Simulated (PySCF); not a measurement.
C2H3F3Se.
Bonds: C1–Se2, Se2–C3, C3–F4, C3–F5, C3–F6. Hydrogens: H7, H8, H9 on C1.

Method used: TDDFT PBE0/def2-SVPD, vertical, gas phase, core orbitals frozen in the response (PySCF 2.14.0, density-fitted response routines). Isolated species at its PBE0-D3(BJ)/def2-SVP geometry, gas phase. The PBE0/def2-SVPD calculation is non-relativistic and has no spin–orbit coupling, an omission that weighs most on selenium. Torsions of this conformer, `[CH3:1][Se:2][C:3]([F:4])([F:5])[F:6]`: C1–Se2–C3–F4 -179°.

```tsv
state	E (eV)	ν̃ (cm⁻¹)	f	|μ| (D)	main configurations (H = HOMO, L = LUMO)
S1	4.78	38510	0.0000	0.04	H→L (98%)
S2	6.27	50590	0.021	0.93	H→L+1 (95%)
S3	6.62	53400	0.042	1.29	H→L+2 (94%)
S4	7.29	58830	0.0009	0.18	H→L+3 (96%)
S5	7.41	59770	0.038	1.16	H→L+4 (99%)
S6	7.70	62090	0.014	0.69	H-1→L (53%), H→L+6 (43%)
S7	7.87	63490	0.017	0.74	H→L+5 (91%)
S8	8.29	66900	0.046	1.20	H→L+7 (84%)
S9	8.33	67160	0.183	2.41	H→L+6 (52%), H-1→L (38%)
S10	8.68	69990	0.014	0.65	H-2→L (61%), H-1→L+1 (34%)
```

Triplets, Tamm–Dancoff:

```json
{"state": "T1", "E (eV)": "4.21", "λ (nm)": "294.3", "main configurations (H = HOMO, L = LUMO)": "H→L (95%)"}
{"state": "T2", "E (eV)": "5.55", "λ (nm)": "223.6", "main configurations (H = HOMO, L = LUMO)": "H→L+1 (83%)"}
{"state": "T3", "E (eV)": "6.33", "λ (nm)": "195.8", "main configurations (H = HOMO, L = LUMO)": "H→L+2 (87%)"}
{"state": "T4", "E (eV)": "6.48", "λ (nm)": "191.3", "main configurations (H = HOMO, L = LUMO)": "H-1→L (89%)"}
```

The lowest singlet lies at 4.78 eV (260 nm, ultraviolet) and is dark (f under 0.0005); its leading configuration is HOMO→LUMO (98%). The strongest level in the table is S9 at 8.33 eV (149 nm, f = 0.183). Löwdin shares by element: HOMO selenium 74%, carbon 17%; LUMO selenium 60%, carbon 24% (atoms not listed hold the other 16%). The oscillator strengths of these states sum to 0.375; summed over the whole spectrum of an exact calculation they would give the number of electrons, 76 (Thomas–Reiche–Kuhn). Weighted by f, the mean energy of these states is 7.89 eV. Orbital energies (eV): HOMO-3 -12.14, HOMO-2 -10.63, HOMO-1 -9.68, HOMO -7.09, LUMO -0.65, LUMO+1 0.43, LUMO+2 0.71. No computed singlet lies in the visible range (380 to 750 nm); the lowest, at 260 nm, stands 1.51 eV above its violet end (3.26 eV). All these states lie below the vertical ionisation energy of 9.39 eV (ΔSCF). Singlets were solved by full linear response, triplets in the Tamm–Dancoff approximation.
